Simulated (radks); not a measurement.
Initial-state core-level shifts of neutral erbium when its valence configuration changes from [Xe] 4f12 6s2. Calculated with a radial shooting solver on a logarithmic mesh with Libxc functionals: Dirac Kohn-Sham, PBEsol, spin-unpolarised, spherical densities, point nucleus; open shells fill j = l - 1/2 first. Shifts are changes of the shell-averaged eigenvalues in eV (positive: less bound).

| valence | 2s | 3p | 3d | 4d |
|---|---|---|---|---|
| 4f12 5d0.5 6s1.5 | +0.375 | +0.360 | +0.364 | +0.381 |
| 4f11 6s2 6p1 | -10.013 | -10.703 | -10.641 | -10.176 |
| 4f11 5d1 6s2 | -6.893 | -7.638 | -7.564 | -7.064 |
| 4f11.5 5d0.5 6s2 | -3.335 | -3.673 | -3.639 | -3.435 |
| 4f12 5d1 6s1 | +0.596 | +0.571 | +0.577 | +0.609 |
| 4f11 5d0.5 6s2 6p0.5 | -8.383 | -9.105 | -9.036 | -8.554 |
| 4f12 6s1 6p1 | -1.299 | -1.280 | -1.282 | -1.298 |
